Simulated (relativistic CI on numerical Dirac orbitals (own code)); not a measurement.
## Nb II: calculation against measurement

Calculated at this level of theory: Dirac-Coulomb-Breit CI, KLI orbitals optimised for each configuration, a model potential for QED, valence Slater integrals scaled by 0.85, P86 correlation estimate, and configurations built on the next ion tied to the tabulated ionisation energy (semi-empirical) (own radial code, finite nucleus).

Configurations in the expansion (outside the closed core [Kr]): 4d4, 4d3 5s, 4d3 5p, 4d2 5s 5p, 4d3 5d, 4d3 6s, 4d3 4f, 4d3 5f, 4d2 5s2, 4d3 6p, 4d3 6d, 4d2 5s 6s, 4d2 5p2, 4d3 5g, 4d2 4f2, 4d3 6f, 4d3 6g, 4d2 4f 5s. Levels of other configurations are missing.

```tsv
Configuration	Term (tabulated)	J	Measured (cm⁻¹)	Computed	Error	Purity (%)
4d4	5D	0	0.0	0	0	98
4d4	5D	1	159.0	121	-38	99
4d4	5D	2	438.4	346	-93	99
4d4	5D	3	801.3	653	-148	99
4d4	5D	4	1224.8	1027	-198	99
4d3 5s	5F	1	2356.8	7848	5491	94
4d3 5s	5F	2	2629.1	8093	5464	99
4d3 5s	5F	3	3029.6	8452	5422	100
4d3 5s	5F	4	3542.6	8915	5373	100
4d3 5s	5F	5	4146.0	9466	5320	99
4d4	3P	0	5562.2	7354	1791	79
4d4	3P	1	6192.3	7934	1742	75
4d4	3P	2	7261.3	8933	1672	79
4d3 5s	3P	1	14626.2	19556	4929	63
4d3 5s	3P	2	14660.8	19472	4811	58
4d3 5s	3P	0	14678.3	19604	4925	65
4d3 5p	5G°	2	33351.1	37220	3869	96
4d3 5p	5G°	3	33919.2	37716	3797	97
4d3 5p	5G°	4	34632.0	38348	3716	98
4d3 5p	5G°	5	35474.2	39103	3629	98
4d3 5p	5G°	6	36455.5	39978	3523	98
4d3 5p	5F°	1	36731.8	40254	3522	61
4d3 5p	5F° †	2	36962.8	40492	3530	55
4d3 5p	5D°	0	37298.2	41117	3818	94
4d3 5p	5F° †	3	37376.9	40302	2925	65
4d3 5p	5D°	1	37480.1	41283	3803	91
4d3 5p	5F° †	4	37528.4	40973	3444	88
4d3 5p	5D°	2	37797.3	41581	3784	87
4d3 5p	5F°	5	38024.3	41500	3475	84
4d3 5p	5D°	3	38216.4	41979	3762	75
4d3 5p	5D°	4	38291.3	42076	3784	90
```

Measured levels from NIST Handbook of Basic Atomic Spectroscopic Data (Sansonetti and Martin, J. Phys. Chem. Ref. Data 34, 1559 (2005)); pairs were made by configuration, J and term (by order where the table uses no LS term), so strongly mixed levels may be paired wrongly.

Mean error by configuration (cm⁻¹): 4d4 675; 4d3 5s 5217; 4d3 5p 3707. Over the excited levels the mean absolute error is 3404 cm⁻¹ (30 of the 33 excited levels that our extract of the source holds in range could be paired, and the others can miss by more), and the median relative error of those above 1,000 cm⁻¹ is 14 %. † marks terms whose computed intervals miss the measured ones by more than a factor of 2.5, or configurations far off the rest, from wrong mixing, a near crossing or a doubtful label or measurement; they are left out of the means.

Transition probabilities of persistent lines. The last column rescales the computed rate by the cube of measured over computed energy:

| λ measured (Å) | Lower | Upper | A tabulated (s⁻¹) | A computed | A rescaled |
| --- | --- | --- | --- | --- | --- |
| 2697.06 air | 4d4 5D_4 | 4d3 5p 5D°_4 | 1.00e+08 | 2.17e+08 | 1.60e+08 |
| 2716.62 air | 4d4 5D_4 | 4d3 5p 5F°_5 | 4.30e+07 | 8.02e+07 | 6.03e+07 |
| 2721.98 air | 4d4 5D_3 | 4d3 5p 5F°_4 | 4.30e+07 | 7.67e+07 | 5.80e+07 |
